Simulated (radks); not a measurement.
Species: the chromium ion Cr+. Configuration: [Ar] 3d5.

All-electron calculation, scalar-relativistic Kohn-Sham, LDA (Slater exchange, Perdew-Wang correlation), spin-polarised, spherical densities, finite nucleus; open shells are filled with parallel spins first; Fermi nuclear charge, rms radius 3.6452 fm. Program: a radial shooting solver on a logarithmic mesh with Libxc functionals.

Energy parts (eV):
part                      energy
total                 -28528.048
kinetic                28802.766
electron-nucleus      -67995.070
Hartree                11932.568
exchange-correlation   -1268.312

Orbitals (lengths in bohr, moments of r in powers of bohr; <r^-3> diverges for s and p1/2):
orbital  occ.  eigenvalue (eV)  <r^-3>      <r>     <r^2>
1s up       1        -5872.649       -  0.06367  0.005451
1s down     1        -5872.655       -  0.06367  0.005451
2s up       1        -671.9551       -   0.2941    0.1022
2s down     1        -670.1993       -   0.2936    0.1019
2p up       3        -566.6268   360.8   0.2605   0.08356
2p down     3        -565.2674   362.0   0.2599   0.08317
3s up       1         -81.6748       -   0.9049    0.9474
3s down     1         -77.3703       -   0.9074    0.9531
3p up       3         -53.4919   43.11   0.9687     1.111
3p down     3         -49.2656   42.57   0.9739     1.124
3d up       5         -11.1197   3.001    1.381     2.561
3d down     0          -7.4117   2.680    1.552     3.401

The highest occupied level is 3d up at -11.120 eV. The electron density at the nucleus is 1.144e+04 e/bohr^3 (large components only). The spin density at the nucleus is -1.133 e/bohr^3 (1s -0.046, 2s -1.637, 3s 0.550).
